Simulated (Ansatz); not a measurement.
`N[CH2][SbH][TeH]` + BH₃ → `[BH2][SbH][TeH]` + CH₃NH₂ at 400 K and 1 bar (formal exchange of groups at the Sb–C bond).

Calculated with Ansatz (gas phase, PBE0-D4/def2-TZVP geometries, no zero-point term in ΔE). CBS: MP2 limit from def2 TZ/QZ plus the TZ coupled-cluster correction, frozen cores. This one scheme is used for every species. Elements past krypton have def2 core potentials. For Sb, Te outer-core shells are correlated without core-valence functions, which leaves a few kJ/mol of doubt a bond. One conformer a species, not always the lowest.

```tsv
species	CCSD(T)/CBS energy (Eh)	H − E (kJ/mol)	S (J/(mol·K))
`N[CH2][SbH][TeH]`	-604.11188	214.3	413.3
BH₃	-26.55200	82.6	199.4
`[BH2][SbH][TeH]`	-534.92494	118.1	382.6
CH₃NH₂	-95.75281	185.4	256.0
```

H − E and S are ideal-gas, rigid-rotor, harmonic terms from PBE0-D4/def2-TZVP, for one conformer and one mirror image of each species. 1 Eh = 2625.50 kJ/mol, R = 8.31446 J/(mol·K).

Question: By hand: ΔE, ΔH, ΔS and ΔG.

Answer: ΔE = (-534.92494) + (-95.75281) − (-604.11188) − (-26.55200) = -0.01387 Eh = -36.4 kJ/mol. Δ(H − E) = 118.1 + 185.4 − 214.3 − 82.6 = 6.6, so ΔH = -29.8 kJ/mol. ΔS = 382.6 + 256.0 − 413.3 − 199.4 = 25.9 J/(mol·K). ΔG = -29.8 − 400 × (25.9)/1000 = -40.2 kJ/mol.

Question: By hand: the equilibrium constant, and the temperature at which ΔG would vanish if ΔH and ΔS stayed fixed.

Answer: log₁₀ K = −ΔG/(RT ln 10) = 5.2. ΔH and −TΔS have one sign here, so there is no such temperature.

TΔS isn't small against ΔH here. A doubt of 5 kJ/mol in ΔE shifts log₁₀ K by 0.7 here. Other conformers and mirror images would add mixing entropy, several J/(mol·K) or more a flexible species. These are equilibria of isolated gas molecules and say nothing of rates. Largest T1 diagnostic: 0.013 (customary marks: 0.02 for closed shells, 0.045 for open ones).
